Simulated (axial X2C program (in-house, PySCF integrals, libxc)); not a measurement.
**Ω levels of IrCl from open-shell CI on d7 s1**

Computed with an in-house all-electron X2C program for linear molecules (integrals from PySCF): two-component X2C with atomic mean-field Coulomb and Gaunt terms, basis Ir dyall-v3z, Cl dyall-av3z (cores contracted in-house). Orbitals come from Hartree–Fock averaged over the configuration Ir d7 s1; CI then distributes these electrons over the d, s shells of Ir.

R = 2.357 Å (near the minimum of the configuration average).

Active spinors (ω > 0):

```tsv
shell	ω	ε (eV)	character
d	3/2	-10.42	99% Ir d
d	1/2	-9.77	89% Ir d, 5% Cl p, 3% Ir s
d	5/2	-9.32	100% Ir d
d	3/2	-8.87	94% Ir d, 3% Cl p
d	1/2	-8.60	81% Ir d, 12% Ir s, 5% Cl p
s	1/2	-3.95	48% Ir s, 31% Ir p, 8% Cl p
```

Lowest levels of this model:

| Ω | energy (cm⁻¹) | g∥ | μ (D) | configuration |
| --- | --- | --- | --- | --- |
| 5 | 0 | 13.89 | -2.70 | 100% d7 s1 |
| 4 | 448 | 10.92 | -2.75 | 98% d7 s1 |
| 3 | 838 | 8.03 | -2.80 | 97% d7 s1 |
| 2 | 1068 | 5.33 | -2.82 | 97% d7 s1 |
| 1 | 1201 | 2.66 | -2.80 | 99% d7 s1 |
| 0 | 1252 | 0.00 | -2.78 | 100% d7 s1 |
| 4 | 3943 | 10.50 | -2.97 | 87% d7 s1 + 12% d8 |
| 0 | 4589 | 0.00 | -3.08 | 87% d7 s1 + 13% d8 |
| 1 | 4746 | 2.61 | -2.91 | 92% d7 s1 + 8% d8 |
| 2 | 4918 | 5.45 | -2.69 | 99% d7 s1 |
| 3 | 4946 | 7.79 | -2.76 | 98% d7 s1 |
| 2 | 7039 | 3.95 | -2.95 | 88% d7 s1 + 11% d8 |
| 3 | 7048 | 7.66 | -3.00 | 87% d7 s1 + 13% d8 |
| 1 | 7796 | 0.26 | -3.03 | 87% d7 s1 + 13% d8 |
| 4 | 8504 | 10.18 | -4.37 | 55% d8 + 44% d7 s1 |
| 0 | 8533 | 0.00 | -2.73 | 96% d7 s1 |
| 0 | 8817 | 0.00 | -3.98 | 58% d7 s1 + 41% d8 |
| 1 | 8897 | 2.82 | -3.08 | 85% d7 s1 + 14% d8 |
| 2 | 9321 | 5.83 | -2.91 | 91% d7 s1 + 8% d8 |
| 0 | 9998 | 0.00 | -3.28 | 80% d7 s1 + 20% d8 |
| 3 | 10339 | 7.38 | -4.56 | 58% d8 + 41% d7 s1 |
| 0 | 11037 | 0.00 | -2.71 | 95% d7 s1 |
| 0 | 12019 | 0.00 | -3.68 | 69% d7 s1 + 30% d8 |
| 0 | 13802 | 0.00 | -4.50 | 50% d8 + 48% d7 s1 |
| 4 | 15090 | 9.81 | -3.69 | 73% d7 s1 + 25% d8 |
| 5 | 20692 | 11.83 | -2.63 | 100% d7 s1 |
| 6 | 25809 | 13.99 | -2.88 | 99% d7 s1 |

g∥ is the magnitude of 2⟨Lz + ge Sz⟩ for the +Ω component. μ is positive if the Cl end is positive.

(1) From Ω and g∥ of the lowest level, whose 2⟨Lz + ge Sz⟩ is positive, find ⟨Sz⟩ and ⟨Lz⟩ (ge = 2.0023).

Occupations of the active spinors in the lowest level by ω, shell by shell in order of energy: -5/2: 0.00; -3/2: 0.96 0.04; -1/2: 0.90 0.10 0.00; 1/2: 1.00 1.00 1.00; 3/2: 1.00 1.00; 5/2: 1.00. The leading determinant has weight 0.87 among 9.

This point took 2.6 s on 1 thread of Intel(R) Xeon(R) Platinum 8488C (Sapphire Rapids) (shared host).

There is no dynamic correlation: spin–orbit spacings and, for f shells, spacings inside one term are the most reliable numbers, splittings between terms come out too wide, and energies between configurations are not reliable, so the lowest level need not be the ground state of the molecule. For d shells the ligand-field splittings (σ, π, δ) and their order can be off by a thousand cm⁻¹ or more. At most 4 roots were kept for each Ω > 0 (twice that for Ω = 0) within 3.2 eV of the lowest, so higher up levels can be missing between those listed; levels with Ω > 0 are doubly degenerate and listed once, Ω = 0 levels singly. Some active spinors are only partly of the character that their shell is named for, so the shell names and counts are nominal.

## Answers

(1) Ω = ⟨Lz⟩ + ⟨Sz⟩ = 5 and ⟨Lz⟩ + ge⟨Sz⟩ = 6.945, so ⟨Sz⟩ = 1.94 and ⟨Lz⟩ = 3.06.
